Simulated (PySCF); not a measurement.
**How exact exchange moves a shielding**

Molecule: SMILES BOCCC, C3H9BO.

Atom-mapped SMILES (the numbers label the heavy atoms): `[BH2:1][O:2][CH2:3][CH2:4][CH3:5]` (H(Xn): hydrogen on atom n).

GIAO shieldings (ppm, equivalent atoms averaged) in PySCF 2.14 on the PBE0-D3(BJ)/def2-SVP geometry, basis pcSseg-1, gas phase, non-relativistic:

| functional | exact exchange (%) | σ(B1) | σ(O2) | σ(C3) |
| --- | --- | --- | --- | --- |
| BLYP | 0 | 47.8 | 64.3 | 90.1 |
| BP86 | 0 | 50.5 | 70.2 | 95.7 |
| PBE | 0 | 49.4 | 65.9 | 95.9 |
| B3LYP | 20 | 51.4 | 83.8 | 97.1 |
| PBE0 | 25 | 54.2 | 90.7 | 104.0 |
| BHandHLYP | 50 | 57.1 | 110.7 | 106.0 |
| HF | 100 | 69.1 | 152.7 | 120.0 |

Problem. Fit each shielding as a line in the percentage of exact exchange.

Solution. σ(B1) = 48.8 + 0.19 x (rms 1.1 ppm); σ(O2) = 67.2 + 0.86 x (rms 1.8 ppm); σ(C3) = 94.0 + 0.26 x (rms 2.4 ppm). The functionals also differ in their semilocal parts, which the line can't hold; Hartree–Fock has no correlation at all.

Problem. What does the line predict for mPW1PW91 (25 %), and what does the run give?

Solution. σ(B1): 53.5 predicted, 54.6 computed; σ(O2): 88.7 predicted, 92.7 computed; σ(C3): 100.5 predicted, 103.4 computed ppm.
